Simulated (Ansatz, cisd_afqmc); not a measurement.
System: Bi, charge -1, triplet.

Total energies in def2-SVPD, 6 correlated electrons, 9 frozen orbitals. Open shells are spin-unrestricted; no spin-orbit coupling. Cores are frozen in correlated methods (noble-gas shells, and filled d and f shells in the p block). Past Kr the def2 sets carry scalar-relativistic core potentials. The Monte Carlo rows (phaseless AFQMC, CISD trial, step 0.005/hartree) carry one-sigma bars that omit the constraint's bias. Outlying blocks are dropped, and bars are widened where a walk drifts. Over all cases where full CI ran beside it in this data, AFQMC minus full CI had a median of +0.1 mEh and passed +0.4 mEh in a tenth of the cases. Spin-orbit terms, left out, reach several kcal/mol for Br and I, and more for heavier atoms.

| method | program | energy (Eh) | minus CCSDTQ (mEh) |
|---|---|---|---|
| HF | Ansatz | -213.56679 | 69.89 |
| MP2 | Ansatz | -213.62235 | 14.32 |
| CCSD | Ansatz | -213.63504 | 1.64 |
| CCSD(T) | Ansatz | -213.63626 | 0.41 |
| CCSDT(Q) | Ansatz | -213.63666 | 0.01 |
| CCSDTQ | Ansatz | -213.63668 | 0.00 |
| AFQMC/CISD | cisd_afqmc | -213.6366 ± 0.0001 | 0.1 ± 0.1 |

Ansatz is a quantum-chemistry and plane-wave program.
